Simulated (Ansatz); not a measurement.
Process, species as SMILES: [SiH3][SiH] (SiH-SiH3) (closed-shell singlet) → 4 H atom + 2 Si atom
B3LYP-D3(BJ)/def2-TZVP geometries, fixed; electronic energies without zero-point terms.

Basis-set convergence of the atomisation energy at MP2 with Ansatz (a program for electronic structure). Cartesian d functions, on some or all atoms, in 6-31G*, 6-31+G*; all else is spherical. Cores are frozen. A restricted Hartree-Fock determinant is unstable towards unrestricted orbitals. Open shells are unrestricted. No added dispersion term, no relativity. Functions are those of the species that has most. Reference: Hartree-Fock in aug-cc-pV(Q+d)Z plus the correlation part extrapolated as X^-3 from aug-cc-pV(T+d)Z and aug-cc-pV(Q+d)Z, 357.99 kcal/mol, itself unsure by roughly 1.45 kcal/mol (a third of the extrapolation step and of the last Hartree-Fock step).

```tsv
basis	functions	atomisation energy (kcal/mol)
STO-3G	22	[?]
3-21G	34	[?]
6-31G	34	268.21
pcseg-0	34	[?]
6-31G*	46	306.85
6-31+G*	54	308.14
pcseg-1	56	328.03
cc-pV(D+d)Z	66	328.09
aug-pcseg-1	90	330.21
6-311++G(2d,2p)	110	[?]
pcseg-2	124	348.87
def2-TZVPPD	164	348.04
6-311++G(3df,3pd)	166	347.77
aug-pcseg-2	192	350.34
aug-cc-pV(T+d)Z	202	348.89
def2-QZVPP	260	353.41
aug-pcseg-3	374	353.44
cc-pV(5+d)Z	420	355.69
```

What belongs in the gaps?


- STO-3G, atomisation energy (kcal/mol): 441.25
- 3-21G, atomisation energy (kcal/mol): 271.44
- pcseg-0, atomisation energy (kcal/mol): 262.49
- 6-311++G(2d,2p), atomisation energy (kcal/mol): 336.88
